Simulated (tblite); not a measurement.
A geometry optimisation, step by step.

Species: C8H9O (doublet state).
SMILES with atom numbers: `[CH:1]#[C:2][C:3]#[C:4][CH2:5][C@H:6]([OH:7])[CH:8][CH3:9]` (hydrogens: H10 on C1; H11, H12 on C5; H13 on C6; H14 on O7; H15 on C8; H16, H17, H18 on C9)
Bond orders are those of one Lewis drawing.

Computed with GFN2-xTB (tblite), gas phase: L-BFGS steps from a force-field or distance-geometry start until the largest atomic force falls under 0.01 eV/Å. 10 of its 99 geometries are shown.

Step 0: E = -695.2563 eV, largest atomic force 2.690 eV/Å
```
atom  x, y, z in Å  |  force x, y, z in eV/Å
C1      4.394   -1.065   -0.105   -2.594   0.503  -0.502
C2      3.210   -0.825   -0.347    0.928  -0.203   0.201
C3      1.864   -0.558   -0.630   -0.554   0.186  -0.239
C4      0.693   -0.310   -0.916    1.736  -0.649   0.391
C5     -0.704   -0.031   -1.254    0.298  -1.566  -0.511
C6     -1.207    1.174   -0.478    0.457   0.513   0.963
O7     -0.386    2.237   -0.818    0.938   1.672   0.438
C8     -1.080    0.867    0.978   -0.868  -0.827  -0.011
C9     -1.855   -0.323    1.460    0.616  -0.364  -0.219
H10     5.404   -1.284    0.112   -0.299   0.084  -0.074
H11    -0.750    0.150   -2.347   -0.112  -0.067   0.491
H12    -1.367   -0.887   -0.965    0.691   0.338  -0.561
H13    -2.228    1.431   -0.804   -0.039  -0.178   0.200
H14     0.168    2.494   -0.038   -0.576  -0.301  -0.937
H15    -0.119    1.042    1.442   -0.132   0.186   0.000
H16    -2.589   -0.599    0.688   -0.065   0.149   0.690
H17    -1.150   -1.186    1.560   -0.406   0.402   0.039
H18    -2.307   -0.196    2.451   -0.018   0.122  -0.361
```

Step 11: E = -695.6728 eV, largest atomic force 0.325 eV/Å
```
atom  x, y, z in Å  |  force x, y, z in eV/Å
C1      4.317   -1.054   -0.110    0.188  -0.032   0.042
C2      3.163   -0.819   -0.354   -0.076  -0.007  -0.031
C3      1.865   -0.555   -0.651    0.051  -0.043  -0.016
C4      0.712   -0.389   -0.970    0.315   0.078  -0.008
C5     -0.643   -0.061   -1.293    0.059   0.017  -0.020
C6     -1.137    1.185   -0.447   -0.037  -0.064  -0.041
O7     -0.439    2.361   -0.768   -0.003  -0.060  -0.024
C8     -1.080    0.818    0.979   -0.049  -0.040  -0.085
C9     -1.853   -0.348    1.464    0.048   0.044   0.069
H10     5.326   -1.260    0.096   -0.066   0.019   0.008
H11    -0.717    0.163   -2.359   -0.073   0.066   0.015
H12    -1.268   -0.924   -1.045   -0.126   0.155  -0.133
H13    -2.172    1.352   -0.780   -0.045   0.013   0.058
H14     0.245    2.532   -0.108   -0.030  -0.155  -0.114
H15    -0.189    1.103    1.523   -0.136   0.015   0.070
H16    -2.660   -0.618    0.784    0.046   0.077   0.018
H17    -1.189   -1.210    1.585   -0.063  -0.084   0.055
H18    -2.289   -0.142    2.440   -0.003   0.000   0.136
```

Step 22: E = -695.7503 eV, largest atomic force 0.254 eV/Å
```
atom  x, y, z in Å  |  force x, y, z in eV/Å
C1      4.351   -1.062   -0.094    0.019  -0.007  -0.003
C2      3.201   -0.848   -0.379   -0.113   0.032  -0.056
C3      1.908   -0.581   -0.708   -0.054   0.042  -0.030
C4      0.770   -0.350   -1.045   -0.046   0.059  -0.008
C5     -0.597   -0.016   -1.361   -0.036  -0.029   0.043
C6     -1.149    1.140   -0.430    0.066  -0.132  -0.116
O7     -0.513    2.353   -0.733   -0.224   0.067  -0.028
C8     -1.070    0.754    0.992   -0.162  -0.016  -0.136
C9     -1.878   -0.359    1.535    0.026   0.060   0.059
H10     5.353   -1.254    0.143    0.015  -0.011   0.025
H11    -0.685    0.320   -2.403    0.088  -0.061   0.176
H12    -1.234   -0.892   -1.208    0.058   0.025  -0.070
H13    -2.198    1.278   -0.736    0.010   0.003  -0.007
H14     0.334    2.377   -0.284    0.246  -0.020   0.061
H15    -0.337    1.234    1.614    0.080  -0.027   0.078
H16    -2.731   -0.582    0.896    0.077  -0.035  -0.036
H17    -1.282   -1.271    1.666    0.001  -0.009  -0.100
H18    -2.251   -0.108    2.525   -0.052   0.060   0.148
```

Step 33: E = -695.7651 eV, largest atomic force 0.055 eV/Å
```
atom  x, y, z in Å  |  force x, y, z in eV/Å
C1      4.350   -1.062   -0.100    0.002   0.005   0.004
C2      3.207   -0.835   -0.403    0.022   0.008   0.026
C3      1.917   -0.561   -0.728   -0.003   0.019   0.003
C4      0.771   -0.332   -1.031   -0.004  -0.005  -0.011
C5     -0.592   -0.009   -1.357   -0.011   0.008   0.009
C6     -1.163    1.129   -0.428    0.000   0.034   0.012
O7     -0.527    2.351   -0.705    0.000   0.024  -0.030
C8     -1.099    0.761    1.002    0.011  -0.042  -0.019
C9     -1.892   -0.353    1.558   -0.014  -0.005   0.014
H10     5.344   -1.261    0.162    0.019  -0.014  -0.004
H11    -0.646    0.345   -2.391   -0.001   0.020   0.005
H12    -1.218   -0.897   -1.254   -0.022  -0.014   0.031
H13    -2.207    1.270   -0.746    0.013   0.002   0.019
H14     0.369    2.316   -0.351    0.021  -0.002  -0.022
H15    -0.341    1.219    1.618   -0.016  -0.030  -0.043
H16    -2.744   -0.583    0.920    0.010  -0.014   0.022
H17    -1.286   -1.262    1.664   -0.013   0.009  -0.018
H18    -2.252   -0.105    2.558   -0.012  -0.003   0.002
```

Step 44: E = -695.7679 eV, largest atomic force 0.039 eV/Å
```
atom  x, y, z in Å  |  force x, y, z in eV/Å
C1      4.351   -1.057   -0.096    0.010  -0.003   0.004
C2      3.209   -0.816   -0.393   -0.012   0.005   0.000
C3      1.920   -0.537   -0.720   -0.001   0.001   0.011
C4      0.771   -0.326   -1.026    0.019   0.008   0.006
C5     -0.593   -0.005   -1.352   -0.009  -0.003  -0.005
C6     -1.165    1.133   -0.427   -0.002   0.020   0.004
O7     -0.525    2.353   -0.705   -0.004   0.025  -0.008
C8     -1.103    0.755    0.999    0.015  -0.012  -0.007
C9     -1.900   -0.356    1.559    0.002  -0.002   0.004
H10     5.345   -1.274    0.159   -0.012   0.007  -0.004
H11    -0.647    0.347   -2.386   -0.009  -0.006  -0.016
H12    -1.222   -0.890   -1.242    0.000  -0.023  -0.002
H13    -2.208    1.281   -0.743   -0.008  -0.007   0.000
H14     0.387    2.302   -0.396    0.006  -0.017   0.002
H15    -0.325    1.187    1.604    0.010  -0.007   0.014
H16    -2.756   -0.593    0.931   -0.009   0.026  -0.028
H17    -1.295   -1.266    1.661    0.012  -0.016   0.003
H18    -2.254   -0.107    2.559   -0.008   0.002   0.024
```

Step 54: E = -695.7690 eV, largest atomic force 0.016 eV/Å
```
atom  x, y, z in Å  |  force x, y, z in eV/Å
C1      4.348   -1.053   -0.093    0.004   0.004   0.003
C2      3.205   -0.803   -0.381    0.001   0.000  -0.008
C3      1.916   -0.522   -0.706    0.001  -0.001  -0.003
C4      0.771   -0.314   -1.026    0.001   0.001   0.000
C5     -0.596   -0.004   -1.352   -0.004  -0.012  -0.002
C6     -1.165    1.135   -0.425    0.011  -0.001  -0.006
O7     -0.524    2.354   -0.703    0.007   0.005   0.003
C8     -1.092    0.747    1.000    0.000   0.004   0.000
C9     -1.901   -0.356    1.556   -0.006  -0.001  -0.002
H10     5.342   -1.274    0.153    0.002   0.004   0.006
H11    -0.658    0.339   -2.389   -0.005   0.008   0.006
H12    -1.215   -0.895   -1.232   -0.014  -0.008  -0.003
H13    -2.211    1.284   -0.732    0.009  -0.007   0.005
H14     0.396    2.287   -0.418   -0.005   0.002  -0.001
H15    -0.302    1.164    1.601    0.008  -0.003   0.002
H16    -2.758   -0.576    0.922   -0.013   0.004  -0.007
H17    -1.308   -1.274    1.657    0.001  -0.003   0.002
H18    -2.256   -0.107    2.557    0.002   0.003   0.007
```

Step 65: E = -695.7696 eV, largest atomic force 0.022 eV/Å
```
atom  x, y, z in Å  |  force x, y, z in eV/Å
C1      4.347   -1.040   -0.088   -0.009   0.004  -0.004
C2      3.207   -0.794   -0.387    0.006  -0.007   0.002
C3      1.917   -0.519   -0.715   -0.001  -0.004  -0.010
C4      0.770   -0.321   -1.037   -0.014   0.013  -0.004
C5     -0.598   -0.009   -1.354    0.002  -0.001  -0.001
C6     -1.158    1.129   -0.419    0.002   0.000  -0.010
O7     -0.519    2.348   -0.702    0.016   0.004   0.006
C8     -1.080    0.739    1.004   -0.003   0.003   0.005
C9     -1.908   -0.351    1.557   -0.011  -0.010   0.001
H10     5.340   -1.260    0.165    0.009   0.007   0.005
H11    -0.669    0.342   -2.388    0.014  -0.009   0.001
H12    -1.220   -0.899   -1.235    0.003   0.003   0.003
H13    -2.205    1.277   -0.720    0.005   0.010   0.005
H14     0.405    2.283   -0.430   -0.019  -0.010   0.003
H15    -0.281    1.140    1.605    0.008   0.001  -0.014
H16    -2.769   -0.551    0.922   -0.008  -0.001   0.006
H17    -1.330   -1.280    1.651   -0.008  -0.004   0.008
H18    -2.258   -0.102    2.560    0.009   0.001  -0.003
```

Step 76: E = -695.7708 eV, largest atomic force 0.022 eV/Å
```
atom  x, y, z in Å  |  force x, y, z in eV/Å
C1      4.347   -1.010   -0.082   -0.003   0.001  -0.001
C2      3.209   -0.787   -0.405    0.004   0.003   0.010
C3      1.920   -0.525   -0.745   -0.007   0.002   0.008
C4      0.769   -0.328   -1.054    0.001   0.000  -0.012
C5     -0.602   -0.014   -1.361    0.004   0.001   0.003
C6     -1.147    1.122   -0.416   -0.004  -0.002   0.010
O7     -0.501    2.340   -0.691    0.015  -0.009   0.000
C8     -1.061    0.715    1.002    0.000   0.004   0.013
C9     -1.927   -0.343    1.562   -0.006  -0.002   0.002
H10     5.338   -1.209    0.195    0.005   0.000  -0.009
H11    -0.678    0.334   -2.395   -0.005   0.007   0.006
H12    -1.226   -0.901   -1.234    0.005  -0.003  -0.008
H13    -2.196    1.282   -0.704    0.010   0.005  -0.017
H14     0.425    2.263   -0.430   -0.019  -0.011   0.004
H15    -0.234    1.075    1.590   -0.003  -0.006  -0.012
H16    -2.805   -0.503    0.939    0.002   0.000   0.009
H17    -1.389   -1.296    1.646   -0.005   0.008   0.000
H18    -2.251   -0.082    2.571    0.006   0.001  -0.005
```

Step 87: E = -695.7717 eV, largest atomic force 0.024 eV/Å
```
atom  x, y, z in Å  |  force x, y, z in eV/Å
C1      4.348   -0.988   -0.079   -0.001   0.003  -0.004
C2      3.208   -0.778   -0.405    0.008   0.003  -0.001
C3      1.918   -0.525   -0.750    0.001   0.005   0.005
C4      0.770   -0.331   -1.071    0.003   0.000   0.009
C5     -0.602   -0.018   -1.369    0.000  -0.001   0.003
C6     -1.141    1.114   -0.416    0.000   0.000   0.007
O7     -0.482    2.327   -0.684   -0.002  -0.003  -0.003
C8     -1.057    0.701    1.000    0.022  -0.004   0.010
C9     -1.943   -0.334    1.569    0.005   0.005  -0.002
H10     5.341   -1.176    0.199   -0.002  -0.003  -0.005
H11    -0.688    0.337   -2.400    0.006  -0.007  -0.002
H12    -1.223   -0.908   -1.242   -0.009  -0.002  -0.009
H13    -2.188    1.285   -0.706    0.003   0.004  -0.001
H14     0.442    2.237   -0.420   -0.005  -0.003   0.003
H15    -0.205    1.026    1.574   -0.018  -0.006  -0.008
H16    -2.835   -0.469    0.960    0.005  -0.001   0.010
H17    -1.429   -1.301    1.645   -0.011   0.008  -0.006
H18    -2.244   -0.067    2.584   -0.005   0.000  -0.005
```

Step 98: E = -695.7720 eV, largest atomic force 0.009 eV/Å
```
atom  x, y, z in Å  |  force x, y, z in eV/Å
C1      4.351   -0.973   -0.081   -0.002   0.000  -0.004
C2      3.210   -0.765   -0.405    0.006  -0.003   0.001
C3      1.919   -0.518   -0.749    0.004  -0.002   0.001
C4      0.769   -0.337   -1.073   -0.002   0.001   0.003
C5     -0.602   -0.024   -1.374    0.001   0.000   0.002
C6     -1.137    1.107   -0.416    0.002   0.000  -0.006
O7     -0.471    2.317   -0.680   -0.007   0.005   0.000
C8     -1.052    0.689    0.998    0.002   0.002   0.002
C9     -1.954   -0.328    1.574    0.002   0.001  -0.001
H10     5.345   -1.161    0.194    0.003   0.002  -0.003
H11    -0.682    0.336   -2.404   -0.001   0.000   0.003
H12    -1.226   -0.912   -1.254    0.001   0.000   0.003
H13    -2.183    1.286   -0.703   -0.002  -0.006  -0.002
H14     0.451    2.222   -0.413    0.007   0.001   0.002
H15    -0.192    0.999    1.568   -0.003  -0.002   0.001
H16    -2.854   -0.444    0.973    0.003   0.002   0.004
H17    -1.460   -1.306    1.644   -0.008   0.002  -0.002
H18    -2.240   -0.055    2.591   -0.006  -0.003  -0.001
```

**Question.** Summarise the path.

**Answer.** The energy falls by 0.5157 eV from step 0 to step 98; nine tenths of that is first reached at step 16. It falls at every step. The largest force goes from 2.690 to 0.009 eV/Å. Among the bonds C5–C6 changes most, from 1.519 to 1.576 Å; the atoms move by 0.242 Å rms after alignment.

What follows is the cost of the whole relaxation. Hardware: one thread of an Arm Neoverse V1, shared host with 32 logical CPUs at a one-minute load of 43. Cost: 0.67 s.
